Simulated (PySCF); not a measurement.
Field gradients from PBE0/pcSseg-1 densities (PySCF, non-relativistic) at GFN2-xTB geometries, isolated species, one conformer each; χzz is the principal value of largest magnitude, with Q(14N) = 0.02044 b. GFN2-xTB bond lengths can be off by several hundredths of an ångström, more for odd bonds, and the gradients follow them. The small basis limits the accuracy of the gradients.

(1) Rank these 14N sites by the size of the quadrupole coupling, smallest first.
A. The silicon-bound nitrogen of `C=CN([SiH3])[C@@H](C)C(C)C`
B. N5 (pyridine-type nitrogen) in `[F:1][CH2:2][O:3][c:4]1[n:5][cH:6][cH:7][nH:8]1`
C. The imine nitrogen of `C#C[C@H](N=C)C(F)F`
D. N2 (C=N nitrogen) in `[CH2:1]=[N:2]/[N:3]=[CH:4]/[C:5]([F:6])([F:7])[F:8]`
E. N6 (pyridine-type nitrogen) in `[CH3:1][c:2]1[p:3][c:4]([Cl:5])[n:6][n:7]1[CH2:8][C:9]([F:10])([F:11])[F:12]`
F. N11 (pyrrole-type nitrogen) in `[SiH3:1][c:2]1[cH:3][cH:4][cH:5][c:6]2[c:7]([Cl:8])[n:9][n:10][n:11]12`

Results:

(1) F (1.677 MHz), B (3.991 MHz), A (4.473 MHz), E (4.840 MHz), D (5.167 MHz), C (5.514 MHz).

All sites together:

| nucleus | site | Vzz (au) | η | χzz (MHz) |
| --- | --- | --- | --- | --- |
| 14N | the imine nitrogen of C#C[C@H](N=C)C(F)F | -1.148 | 0.28 | -5.514 |
| 14N | N2 (C=N nitrogen) in [CH2:1]=[N:2]/[N:3]=[CH:4]/[C:5]([F:6])([F:7])[F:8] | -1.076 | 0.25 | -5.167 |
| 14N | N5 (pyridine-type nitrogen) in [F:1][CH2:2][O:3][c:4]1[n:5][cH:6][cH:7][nH:8]1 | -0.831 | 0.26 | -3.991 |
| 14N | the silicon-bound nitrogen of C=CN([SiH3])[C@@H](C)C(C)C | -0.931 | 0.37 | -4.473 |
| 14N | N11 (pyrrole-type nitrogen) in [SiH3:1][c:2]1[cH:3][cH:4][cH:5][c:6]2[c:7]([Cl:8])[n:9][n:10][n:11]12 | -0.349 | 0.68 | -1.677 |
| 14N | N6 (pyridine-type nitrogen) in [CH3:1][c:2]1[p:3][c:4]([Cl:5])[n:6][n:7]1[CH2:8][C:9]([F:10])([F:11])[F:12] | -1.008 | 0.67 | -4.840 |
